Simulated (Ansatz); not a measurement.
**Pulling the pair apart**

The pair of K⁺ (SMILES [K+], atom 1) and CH₆Si (SMILES C[SiH3], atoms 2–9), both closed shells, in one local arrangement (a lower one may exist), relaxed at PBE0-D4/def2-TZVP:

```
9
angstrom
K 1.7999 0.8050 -3.8017
C -0.9843 -0.4516 1.0208
Si 0.4423 0.2079 0.0345
H -0.7732 -0.3578 2.0883
H -1.1575 -1.5062 0.7988
H -1.8982 0.1044 0.8039
H 0.7043 1.6551 0.2533
H 0.1545 0.0802 -1.4435
H 1.7118 -0.5371 0.2458
```

CH₆Si is shifted rigidly along the line between the mean atom positions of the two fragments (negative: closer). Counterpoise interaction energies in kcal/mol. Computed with Ansatz 0.2.0 (basis: def2-TZVPPD); correlated methods freeze the cores. The outer core shell of Li, Na, Mg and K is correlated. The def2 sets are not built for correlating such inner shells, so the correlated values are less sure here.

| shift (Å) | wB97M-V | r2SCAN-D4 | HF |
| --- | --- | --- | --- |
| -0.30 | -8.29 | -8.16 | -6.74 |
| -0.15 | -7.97 | -7.95 | -6.70 |
| 0.00 | -7.47 | -7.76 | -6.44 |
| 0.15 | -6.91 | -7.27 | -6.05 |
| 0.36 | -6.11 | -6.49 | -5.45 |
| 0.74 | -4.81 | -5.17 | -4.40 |
| 1.48 | -3.15 | -3.44 | -2.97 |
| 2.97 | -1.66 | -1.78 | -1.61 |

What does CCSD(T) give at these shifts? (An estimate is asked for; the value comes from the calculation.)

The calculation gives: -7.67, -7.43, -7.00, -6.49, -5.76, -4.56, -3.00, -1.59 kcal/mol. For zero shift, CCSD(T) at an estimated basis limit (MP2 extrapolated from triple and quadruple zeta, plus CCSD(T) − MP2 in triple zeta) gives -7.25 kcal/mol. These are counterpoise interaction energies, counted from the two frozen fragments.

The T1 diagnostic stays at or below 0.009.

For scale, one of the runs: CCSD(T)/def2-TZVPPD, 223 basis functions, launched by `ansatz run in.yaml --threads 4 --pin off --events-out ev --progress --plain --max-ram 9574MiB`. Hardware: 4 CPU threads of an Arm Neoverse V2, shared host. Wall time 44 s; peak host memory 3.4 GiB.
